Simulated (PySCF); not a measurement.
Continuum solvent and chemical shifts

Numbering as in the mapped SMILES `[SiH3:1][S:2][c:3]1[cH:4][cH:5][s:6][cH:7]1` (H(Xn): hydrogen on atom n).

GIAO PBE0/pcSseg-1 in PySCF on one PBE0-D3(BJ)/def2-SVP conformer, non-relativistic, equivalent nuclei averaged. Solvents enter as an IEF-PCM continuum (cyclohexane with ε = 2.0, chloroform with ε = 4.7) around the gas-phase geometry. Shifts are referred to TMS, CS2 computed in the same medium.

Gas phase, δ in ppm: Si1 -56.4, S6 228.8, S2 -119.6, C3 135.9, C4 134.7, C5 133.6, C7 122.3, H(C5) 7.19, H(C4) 7.05, H(C7) 6.43, H(Si1) 4.78. Dipole moment 0.73 D.

**Question.** How does each δ change in the continuum?

**Answer.** 
```json
{"atoms": "Si1", "environment": "silicon bonded to S, 3 H", "Δδ, cyclohexane": "+0.3", "Δδ, chloroform": "+0.5"}
{"atoms": "S6", "environment": "aromatic ring sulfur", "Δδ, cyclohexane": "-1.2", "Δδ, chloroform": "-1.5"}
{"atoms": "S2", "environment": "sulfur bonded to C, Si", "Δδ, cyclohexane": "-2.7", "Δδ, chloroform": "-5.1"}
{"atoms": "C3", "environment": "aromatic carbon bearing sulfur", "Δδ, cyclohexane": "-0.1", "Δδ, chloroform": "-0.2"}
{"atoms": "C4", "environment": "aromatic CH", "Δδ, cyclohexane": "+0.6", "Δδ, chloroform": "+1.1"}
{"atoms": "C5", "environment": "aromatic CH next to the ring sulfur", "Δδ, cyclohexane": "+1.0", "Δδ, chloroform": "+2.0"}
{"atoms": "C7", "environment": "aromatic CH next to the ring sulfur", "Δδ, cyclohexane": "+1.0", "Δδ, chloroform": "+2.1"}
{"atoms": "H(C5)", "environment": "hydrogen on an aromatic CH next to the ring sulfur", "Δδ, cyclohexane": "+0.14", "Δδ, chloroform": "+0.25"}
{"atoms": "H(C4)", "environment": "hydrogen on an aromatic CH", "Δδ, cyclohexane": "+0.08", "Δδ, chloroform": "+0.14"}
{"atoms": "H(C7)", "environment": "hydrogen on an aromatic CH next to the ring sulfur", "Δδ, cyclohexane": "+0.13", "Δδ, chloroform": "+0.26"}
{"atoms": "H(Si1)", "environment": "hydrogen on a silicon bonded to S", "Δδ, cyclohexane": "+0.02", "Δδ, chloroform": "+0.03"}
```

Changes are relative to the gas phase. The dipole moment becomes 0.85 D in cyclohexane, 0.99 D in chloroform.

**Question.** Which nuclei move most (in ppm), and what does the model miss?

**Answer.** S2 (sulfur bonded to C, Si, -5.1 ppm) in chloroform. A continuum only polarises the solute; specific hydrogen bonds, the anisotropy of aromatic solvents and changes of geometry or conformer are outside it.
